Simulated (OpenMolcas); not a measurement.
Nb4+: moving the ligands

Nb4+ with 6 ligands (fluoride) in octahedral coordination (Oh) at 1.99 Å. A charge of +0.333 e stands 3.2 Å behind each ligand. Ligand basis ANO-RCC-VDZP.

```
Program             : OpenMolcas
Method              : CASSCF
Basis               : ANO-RCC-VDZP [6s5p3d1f]
Scalar Hamiltonian  : DKH2, point nucleus
Active space        : 1 electron in 5 orbitals (4d)
State averaging     : 2S+1 = 2 even, 5 roots
Spin-orbit coupling : state interaction with AMFI integrals over the reference wave functions
```

Runs around this geometry, states (labels of O, the rotations of Oh). Energies in cm-1 above the lowest state or level, χT in cm3 K/mol; under a threefold ground state the first gap can be a small split of the lowest multiplet, not the spin-orbit step; 10Dq is the gap between the two states.

```
R (Å)  Ground state  First state of that spin   10Dq  First gap with spin-orbit (degeneracies)  χT at 300 K
 1.96           2T2                  2E 33217  33217                              994.4 (4, 2)        0.149
 1.99           2T2                  2E 30983  30983                              996.0 (4, 2)        0.149
 2.07           2T2                  2E 25800  25800                               1002 (4, 2)        0.149
```

Taking |10Dq| as R^-n, n = -ln(25800 / 33217) / ln(2.07 / 1.96) = 4.6 between the shortest and longest distance. The point-charge formula for a cubic d site gives n = 5.

An orbital triplet at a regular site is open to Jahn-Teller coupling, which can distort the site and quench the lowest spin-orbit gaps and is left out. With metal d orbitals alone the field can be off either way by tens of per cent. Ligand-to-metal charge-transfer states are missing. The least metal-like active orbital is 77 % on the metal (Löwdin) and no ligand orbital is active, so the numbers are rough (holds for R = 1.96). The least metal-like active orbital is 78 % on the metal (Löwdin) and no ligand orbital is active, so the numbers are rough (holds for R = 1.99). The least metal-like active orbital is 80 % on the metal (Löwdin) and no ligand orbital is active, so the numbers are rough (holds for R = 2.07). No measured value stands beside these numbers; the geometry is a model, was not optimised and need not be the one that this ion takes.
